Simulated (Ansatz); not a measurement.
Consider the formal exchange of groups at a Zn–C bond: `C/C=[C](/F)[ZnH]` + `CCl` → `Cl[CH2][ZnH]` + `C/C=C\F`.

Computed with Ansatz on PBE0-D4/def2-TZVP structures; ΔE is electronic, products minus reactants. CCSD(T)/CBS adds triple-zeta CCSD(T) − MP2 to the extrapolated MP2 energy (def2 sets, frozen cores). This one scheme is used for every species. Double bonds are as drawn, so ΔE can hold a change between cis and trans. DFT in def2-TZVPP. B3LYP here is the variant with VWN-RPA as its local correlation; programs differ in this. For Zn outer-core shells are correlated without core-valence functions, which leaves a few kJ/mol of doubt a bond. Scalar relativity is left out up to krypton.

Is it downhill or uphill in electronic energy at CCSD(T)/CBS, and by how much? (Estimate.)

The calculation gave: Uphill: ΔE = +6.9 kJ/mol.

What do these levels give: PBE-D4, B3LYP-D4, ωB97M-V, B2PLYP, PBE, r2SCAN, PBE0, B3LYP, MP2/def2-TZVPP, SCS-MP2/def2-TZVPP, SCS-MP2/def2-QZVPP, MP2/CBS(def2)? (Estimate.)

Computed: PBE-D4 9.0, B3LYP-D4 9.3, ωB97M-V 8.3, B2PLYP 8.4, PBE 7.9, r2SCAN 8.3, PBE0 6.5, B3LYP 7.7, MP2/def2-TZVPP 8.6, SCS-MP2/def2-TZVPP 8.9, SCS-MP2/def2-QZVPP 7.8, MP2/CBS(def2) 6.6 kJ/mol.

Largest T1 diagnostic among the species: 0.014.
